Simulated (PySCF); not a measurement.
Ligand exchange on a metal centre used in film growth or etching (Zn Cl-Br). Gas-phase values, no solvent.

The numbers are results of B3LYP-D3(BJ)/def2-TZVP // r2SCAN-D4/def2-SVP (PySCF), not measurements. All candidates: neutral, multiplicity 1. B3LYP has the VWN-RPA correlation part, as in Gaussian. 

The HOMO–LUMO gap is 6.44 eV and the HOMO is -8.48 eV. The LUMO comes out as -2.04 eV.

Question: Which member has these values?
(A) [Zn(Cl)(Br)]
(B) [Zn(Cl)2]
(C) [Zn(Br)2]

Answer: A, [Zn(Cl)(Br)]. The others give [Zn(Cl)2]: 6.84 eV, -8.86 eV, -2.02 eV; [Zn(Br)2]: 6.23 eV, -8.31 eV, -2.07 eV
